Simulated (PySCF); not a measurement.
# F²⁺ (fluorine, charge +2) across methods

[He] 2s2 2p3, high-spin 4S determinant. All numbers are calculated (PySCF 2.14, the non-relativistic Hamiltonian (point nucleus), in dyall-av2z (11s7p2d, 42 functions)).

| method | E (hartree) | mean ε 2s α (eV) | mean ε 2s β (eV) | mean ε 2p α (eV) | Σ⟨r²⟩ (bohr²) | ⟨S²⟩ |
| --- | --- | --- | --- | --- | --- | --- |
| r2SCAN | -97.7942 | -72.802 | -63.394 | -52.812 | 5.007 | 3.752 |
| BHandHLYP | -97.8163 | -79.276 | -68.133 | -57.899 | 5.012 | 3.752 |
| MN15 | -97.7966 | -73.774 | -66.809 | -55.422 | 5.036 | 3.750 |
| PBE0 | -97.7411 | -74.965 | -65.562 | -54.821 | 5.023 | 3.752 |
| LDA | -97.1543 | -69.870 | -63.075 | -51.613 | 5.069 | 3.751 |
| M06-L | -97.8295 | -73.198 | -63.719 | -52.711 | 4.963 | 3.754 |
| UHF | -97.60980 | -88.101 | -70.728 | -63.885 | 4.987 | 3.754 |
| wB97X | -97.8156 | -77.029 | -68.340 | -57.064 | 5.003 | 3.753 |
| PBE | -97.7212 | -70.350 | -63.205 | -51.569 | 5.048 | 3.751 |
